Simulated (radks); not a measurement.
Zr14+, configuration [Ar] 3d8. Method: Dirac Kohn-Sham, PBE, spin-unpolarised, spherical densities, point nucleus; open shells fill j = l - 1/2 first; computed with a radial shooting solver on a logarithmic mesh with Libxc functionals.

Radial electron density D(r) = 4 pi r^2 rho(r):

| r (bohr) | D(r) (e/bohr) |
|---|---|
| 0.0022 | 2.881 |
| 0.002753 | 4.231 |
| 0.003444 | 6.145 |
| 0.004309 | 8.801 |
| 0.00539 | 12.39 |
| 0.006744 | 17.07 |
| 0.008505 | 23.11 |
| 0.01064 | 29.94 |
| 0.01331 | 37.20 |
| 0.01665 | 43.93 |
| 0.02083 | 48.82 |
| 0.02607 | 50.62 |
| 0.03261 | 48.96 |
| 0.0408 | 45.18 |
| 0.05104 | 42.48 |
| 0.06386 | 44.33 |
| 0.07989 | 51.42 |
| 0.09995 | 59.24 |
| 0.125 | 60.37 |
| 0.1564 | 51.68 |
| 0.1957 | 39.68 |
| 0.2448 | 34.99 |
| 0.3088 | 39.32 |
| 0.3863 | 41.32 |
| 0.4833 | 32.61 |
| 0.6046 | 17.77 |
| 0.7564 | 6.337 |
| 0.9464 | 1.389 |
| 1.184 | 0.1706 |
| 1.481 | 0.01034 |

D(r) has 3 maxima, at r = 0.0261, 0.115, 0.365 bohr, and minima at 0.0531, 0.241 bohr, inside which lie 2.07, 11.14 electrons.
